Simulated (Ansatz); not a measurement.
Geometry optimisation of FH3HfO3, SMILES `[OH][Hf]([OH])([OH])[F]`.

```yaml
crystal:
  periodic: [false, false, false]
  atoms:
    - {symbol: O, position_ang: [-1.164880, 0.957060, 0.783420]}
    - {symbol: Hf, position_ang: [0.148920, 0.170950, -0.276660]}
    - {symbol: O, position_ang: [1.799130, -0.077960, 0.555020]}
    - {symbol: O, position_ang: [-0.463120, -1.553660, -0.622800]}
    - {symbol: F, position_ang: [0.169500, 1.490600, -1.605190]}
    - {symbol: H, position_ang: [-1.315410, 1.838030, 0.415510]}
    - {symbol: H, position_ang: [2.038770, -0.961970, 0.853190]}
    - {symbol: H, position_ang: [-1.212910, -1.863050, -0.102490]}
basis:
  gaussian: {orbitals: def2-TZVP}
hamiltonian: {xc: pbe0, dispersion: d4}
relax: {f_tol: 0.005, max_steps: 150}
```

```sh
$ ansatz run in.yaml --threads 4 --pin off --events-out ev --progress --plain --max-ram 10444MiB
```

It prints (some lines left out):

```
Functional definition: PBE0
mean field -10214.97441615 eV, -375.3933858353 hartree, gradient 2.8e-5 eV, S^2 0.000000; 0 other end points of the search recorded, 0 dependent functions left out
relax step   1: F+E_penalty+E_count = -10215.08873875 eV  Δ(F+E_penalty+E_count) = +0.000e0 eV  max|allowed force component| = 2.736e0 eV/Å  Δτ_max = 0.0000 Å  (27 SCF iters, accepted)
mean field -10215.65179030 eV, -375.4182788762 hartree, gradient 1.7e-5 eV, S^2 0.000000; 0 other end points of the search recorded, 0 dependent functions left out
relax step   2: F+E_penalty+E_count = -10215.75997816 eV  Δ(F+E_penalty+E_count) = -6.712e-1 eV  max|allowed force component| = 5.292e-1 eV/Å  Δτ_max = 0.1953 Å  (33 SCF iters, accepted)
mean field -10215.75259191 eV, -375.4219832670 hartree, gradient 1.6e-5 eV, S^2 0.000000; 0 other end points of the search recorded, 0 dependent functions left out
relax step   3: F+E_penalty+E_count = -10215.86009593 eV  Δ(F+E_penalty+E_count) = -1.001e-1 eV  max|allowed force component| = 6.475e-1 eV/Å  Δτ_max = 0.1653 Å  (34 SCF iters, accepted)
mean field -10215.88869041 eV, -375.4269847945 hartree, gradient 1.5e-5 eV, S^2 0.000000; 0 other end points of the search recorded, 0 dependent functions left out
relax step   4: F+E_penalty+E_count = -10215.99666598 eV  Δ(F+E_penalty+E_count) = -1.366e-1 eV  max|allowed force component| = 4.527e-1 eV/Å  Δτ_max = 0.2000 Å  (35 SCF iters, accepted)
mean field -10215.94564535 eV, -375.4290778500 hartree, gradient 1.2e-5 eV, S^2 0.000000; 0 other end points of the search recorded, 0 dependent functions left out
relax step   5: F+E_penalty+E_count = -10216.05377237 eV  Δ(F+E_penalty+E_count) = -5.711e-2 eV  max|allowed force component| = 1.325e-1 eV/Å  Δτ_max = 0.1779 Å  (34 SCF iters, accepted)
mean field -10215.94541605 eV, -375.4290694235 hartree, gradient 1.1e-5 eV, S^2 0.000000; 0 other end points of the search recorded, 0 dependent functions left out
relax step   6: F+E_penalty+E_count = -10216.05393469 eV  Δ(F+E_penalty+E_count) = -1.623e-4 eV  max|allowed force component| = 6.148e-1 eV/Å  Δτ_max = 0.0883 Å  (37 SCF iters, accepted)
mean field -10215.97022233 eV, -375.4299810372 hartree, gradient 9.6e-6 eV, S^2 0.000000; 0 other end points of the search recorded, 0 dependent functions left out
relax step   7: F+E_penalty+E_count = -10216.07891928 eV  Δ(F+E_penalty+E_count) = -2.498e-2 eV  max|allowed force component| = 7.333e-2 eV/Å  Δτ_max = 0.1411 Å  (34 SCF iters, accepted)
mean field -10215.97103059 eV, -375.4300107403 hartree, gradient 9.1e-6 eV, S^2 0.000000; 0 other end points of the search recorded, 0 dependent functions left out
relax step   8: F+E_penalty+E_count = -10216.07968466 eV  Δ(F+E_penalty+E_count) = -7.654e-4 eV  max|allowed force component| = 7.356e-2 eV/Å  Δτ_max = 0.0866 Å  (36 SCF iters, accepted)
mean field -10215.97294736 eV, -375.4300811801 hartree, gradient 1.4e-5 eV, S^2 0.000000; 0 other end points of the search recorded, 0 dependent functions left out
relax step   9: F+E_penalty+E_count = -10216.08167961 eV  Δ(F+E_penalty+E_count) = -1.995e-3 eV  max|allowed force component| = 1.255e-2 eV/Å  Δτ_max = 0.0454 Å  (31 SCF iters, accepted)
mean field -10215.97324367 eV, -375.4300920695 hartree, gradient 9.7e-6 eV, S^2 0.000000; 0 other end points of the search recorded, 0 dependent functions left out
relax step  10: F+E_penalty+E_count = -10216.08194315 eV  Δ(F+E_penalty+E_count) = -2.635e-4 eV  max|allowed force component| = 7.990e-3 eV/Å  Δτ_max = 0.0186 Å  (30 SCF iters, accepted)
mean field -10215.97325285 eV, -375.4300924068 hartree, gradient 1.0e-5 eV, S^2 0.000000; 0 other end points of the search recorded, 0 dependent functions left out
relax step  11: F+E_penalty+E_count = -10216.08192267 eV  Δ(F+E_penalty+E_count) = +2.048e-5 eV  max|allowed force component| = 4.184e-2 eV/Å  Δτ_max = 0.0191 Å  (30 SCF iters, rejected (line search))
mean field -10215.97330110 eV, -375.4300941802 hartree, gradient 9.8e-6 eV, S^2 0.000000; 0 other end points of the search recorded, 0 dependent functions left out
relax step  12: F+E_penalty+E_count = -10216.08199166 eV  Δ(F+E_penalty+E_count) = -4.851e-5 eV  max|allowed force component| = 6.296e-3 eV/Å  Δτ_max = 0.0058 Å  (32 SCF iters, accepted)
mean field -10215.97332363 eV, -375.4300950079 hartree, gradient 1.0e-5 eV, S^2 0.000000; 0 other end points of the search recorded, 0 dependent functions left out
relax step  13: F+E_penalty+E_count = -10216.08198687 eV  Δ(F+E_penalty+E_count) = +4.788e-6 eV  max|allowed force component| = 3.631e-2 eV/Å  Δτ_max = 0.0106 Å  (30 SCF iters, rejected (line search))
mean field -10215.97334166 eV, -375.4300956704 hartree, gradient 9.9e-6 eV, S^2 0.000000; 0 other end points of the search recorded, 0 dependent functions left out
relax step  14: F+E_penalty+E_count = -10216.08201781 eV  Δ(F+E_penalty+E_count) = -2.615e-5 eV  max|allowed force component| = 5.179e-3 eV/Å  Δτ_max = 0.0053 Å  (32 SCF iters, accepted)
mean field -10215.97331644 eV, -375.4300947437 hartree, gradient 1.0e-5 eV, S^2 0.000000; 0 other end points of the search recorded, 0 dependent functions left out
relax step  15: F+E_penalty+E_count = -10216.08200585 eV  Δ(F+E_penalty+E_count) = +1.196e-5 eV  max|allowed force component| = 1.928e-2 eV/Å  Δτ_max = 0.0078 Å  (33 SCF iters, rejected (line search))
mean field -10215.97334930 eV, -375.4300959514 hartree, gradient 1.0e-5 eV, S^2 0.000000; 0 other end points of the search recorded, 0 dependent functions left out
relax step  16: F+E_penalty+E_count = -10216.08202756 eV  Δ(F+E_penalty+E_count) = -9.755e-6 eV  max|allowed force component| = 2.653e-4 eV/Å  Δτ_max = 0.0033 Å  (33 SCF iters, accepted)
mean field -10215.97334930 eV, -375.4300959513 hartree, gradient 5.8e-5 eV, S^2 0.000000; 1 other end points of the search recorded, 0 dependent functions left out
Total energy: -10216.08206084 eV, -375.4340910267 hartree
Atom 0 at    -1.097425     1.332870     0.637697 Å, force    -0.000227     0.000029    -0.000047 eV/Å
Atom 1 at     0.077494     0.153352    -0.325132 Å, force     0.000070     0.000188    -0.000265 eV/Å
Atom 2 at     1.724267    -0.092027     0.637525 Å, force    -0.000007     0.000167     0.000054 eV/Å
Atom 3 at    -0.777735    -1.539881    -0.641920 Å, force     0.000240    -0.000064    -0.000046 eV/Å
Atom 4 at     0.482590     0.955739    -2.025412 Å, force     0.000029    -0.000064    -0.000048 eV/Å
Atom 5 at    -1.435557     1.926445     1.299056 Å, force     0.000226    -0.000249     0.000123 eV/Å
Atom 6 at     2.457479    -0.506113     1.079107 Å, force    -0.000266    -0.000148     0.000008 eV/Å
Atom 7 at    -1.431114    -2.230385    -0.660922 Å, force    -0.000065     0.000141     0.000221 eV/Å
Dipole moment:    -0.138148    -0.273486     0.579907 e Å
```

Hardware: 4 threads of an Arm Neoverse V2 on a shared host. Wall time 34 s, peak host memory 0.42 GiB.
